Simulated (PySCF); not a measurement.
AlO, SMILES [O]=[Al], multiplicity 2. Atoms are numbered in the order given.

```xyz
2

Al     0.0000     0.0000    -0.6170
O      0.0000     0.0000     1.0026
```
Charge 0, spin multiplicity 2.

Geometry: PBE0-D3(BJ)/def2-TZVPD.

Level of theory: B3LYP/pcH-1 in PySCF.

Unrestricted Kohn–Sham, ⟨S²⟩ = 0.757. Hyperfine tensors hold the contact and dipolar terms, without spin-orbit corrections.

Computed hyperfine couplings:
```json
[
 {"nucleus": "27Al no. 1", "A(iso) (MHz)": "465.0", "A(iso) (G)": "165.9", "dipolar principal values (MHz)": "-60.7, -60.7, 121.4"},
 {"nucleus": "17O no. 2", "A(iso) (MHz)": "7.9", "A(iso) (G)": "2.8", "dipolar principal values (MHz)": "-137.7, 68.9, 68.9"}
]
```
